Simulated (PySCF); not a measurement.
Field gradients from PBE0/pcSseg-1 densities (PySCF, non-relativistic) at GFN2-xTB geometries, isolated species, one conformer each; χzz is the principal value of largest magnitude, with Q(14N) = 0.02044 b, Q(17O) = −0.0256 b, Q(35Cl) = −0.0817 b. Where η is near 1, a small change in the tensor can flip the sign of χzz. GFN2-xTB bond lengths can be off by several hundredths of an ångström, more for odd bonds, and the gradients follow them. These gradients aren't converged with respect to the basis.

**Question.** Rank these 14N sites by the size of the quadrupole coupling, smallest first.
A. The nitrogen bridging silicon atoms of `O[Si@@]([SiH3])(C[SiH3])N([SiH3])[SiH3]`
B. The nitrogen bridging silicon atoms of `C/C=C/N([SiH3])[SiH2]F`
C. The nitrile nitrogen of `C[P@H](=O)CCC#N`
D. N9 (cyano nitrogen) in `[CH3:1][S:2][Si@@:3]([NH2:4])([C:5]#[N:6])[SiH2:7][C:8]#[N:9]`
E. The silicon-bound nitrogen of `CN[SiH2][Si]([SiH3])([SiH3])[SiH2]O`
F. The tertiary amine nitrogen of `C=C(F)[Si@@H]1C[C@@H]1N(C)CC`

**Answer.** A (2.849 MHz), B (3.321 MHz), C (4.676 MHz), E (5.005 MHz), D (5.525 MHz), F (5.899 MHz).

**Question.** These 17O couplings (χzz in MHz, η) are listed in rising order: (-12.01, 0.95); (-9.736, 0.47); (-8.995, 0.42); (-5.045, 0.08). Assign them to: O4 (silyl ether oxygen) in `[CH3:1][CH:2]([CH3:3])[O:4][Si@@H:5]([OH:6])[SiH2:7][Cl:8]`; the phosphoryl oxygen of `C[P@H](=O)CCC#N`; the ether oxygen of `CCO[C@@H]1C[C@@H](C#N)[SiH2][SiH2]1`; the silanol oxygen of `O[Si@@]([SiH3])(C[SiH3])N([SiH3])[SiH3]`.

**Answer.** -12.01 MHz, η 0.95: the ether oxygen of `CCO[C@@H]1C[C@@H](C#N)[SiH2][SiH2]1`; -9.736 MHz, η 0.47: O4 (silyl ether oxygen) in `[CH3:1][CH:2]([CH3:3])[O:4][Si@@H:5]([OH:6])[SiH2:7][Cl:8]`; -8.995 MHz, η 0.42: the silanol oxygen of `O[Si@@]([SiH3])(C[SiH3])N([SiH3])[SiH3]`; -5.045 MHz, η 0.08: the phosphoryl oxygen of `C[P@H](=O)CCC#N`.

**Question.** These 35Cl couplings (χzz in MHz, η) are listed in rising order: (-77.93, 0.02); (-74.69, 0.10); (-41.70, 0.03). Assign them to: the aryl chlorine of `Clc1ccpc(C2CC2)c1`; the silicon-bound chlorine of `CC(C)O[Si@@H](O)[SiH2]Cl`; the alkyl chlorine of `CC1CC(=CC(Cl)Cl)C1`.

**Answer.** -77.93 MHz, η 0.02: the alkyl chlorine of `CC1CC(=CC(Cl)Cl)C1`; -74.69 MHz, η 0.10: the aryl chlorine of `Clc1ccpc(C2CC2)c1`; -41.70 MHz, η 0.03: the silicon-bound chlorine of `CC(C)O[Si@@H](O)[SiH2]Cl`.

All sites together:

```tsv
nucleus	site	Vzz (au)	η	χzz (MHz)
14N	the tertiary amine nitrogen of C=C(F)[Si@@H]1C[C@@H]1N(C)CC	-1.228	0.05	-5.899
14N	the nitrile nitrogen of C[P@H](=O)CCC#N	-0.974	0.05	-4.676
14N	the nitrogen bridging silicon atoms of O[Si@@]([SiH3])(C[SiH3])N([SiH3])[SiH3]	-0.593	0.12	-2.849
14N	N9 (cyano nitrogen) in [CH3:1][S:2][Si@@:3]([NH2:4])([C:5]#[N:6])[SiH2:7][C:8]#[N:9]	-1.150	0.01	-5.525
14N	the silicon-bound nitrogen of CN[SiH2][Si]([SiH3])([SiH3])[SiH2]O	-1.042	0.33	-5.005
14N	the nitrogen bridging silicon atoms of C/C=C/N([SiH3])[SiH2]F	-0.692	0.58	-3.321
17O	O4 (silyl ether oxygen) in [CH3:1][CH:2]([CH3:3])[O:4][Si@@H:5]([OH:6])[SiH2:7][Cl:8]	1.619	0.47	-9.736
17O	the phosphoryl oxygen of C[P@H](=O)CCC#N	0.839	0.08	-5.045
17O	the ether oxygen of CCO[C@@H]1C[C@@H](C#N)[SiH2][SiH2]1	1.996	0.95	-12.01
17O	the silanol oxygen of O[Si@@]([SiH3])(C[SiH3])N([SiH3])[SiH3]	1.495	0.42	-8.995
35Cl	the aryl chlorine of Clc1ccpc(C2CC2)c1	3.891	0.10	-74.69
35Cl	the silicon-bound chlorine of CC(C)O[Si@@H](O)[SiH2]Cl	2.172	0.03	-41.70
35Cl	the alkyl chlorine of CC1CC(=CC(Cl)Cl)C1	4.060	0.02	-77.93
```
